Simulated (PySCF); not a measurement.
# Correlation energy of Zn⁺ (zinc, charge +1)

[Ar] 3d10 4s1, 2S determinant. Calculation: PySCF 2.14, in Sapporo-DKH3-DZP-2012 (6s4p3d1f, 40 functions); the spin-free X2C one-electron Hamiltonian (Gaussian nucleus). Frozen: [Ar]; 11 electrons correlated.

MP2 pair energies summed by pair of shells (mhartree):

```
 pair   energy  share (%)
3d-3d  -386.95       94.4
3d-4s   -23.15        5.6
```

Total MP2 correlation energy: -410.10 mhartree.

Same-spin part -155.18 and opposite-spin part -254.92 mhartree; SCS-MP2 scales them by 1/3 and 6/5 to -357.63 mhartree.

```csv
level,correlation energy (mhartree)
CCSD,-368.86
(T),-6.97
CCSD(T),-375.83
```

Diagnostics: T1 = 0.0085, D1 = 0.0271, largest double amplitude 0.028.

Cost of the coupled-cluster step: 0.8 s of wall time on 1 thread of Neoverse-V2 (shared host), for 11 correlated electrons.
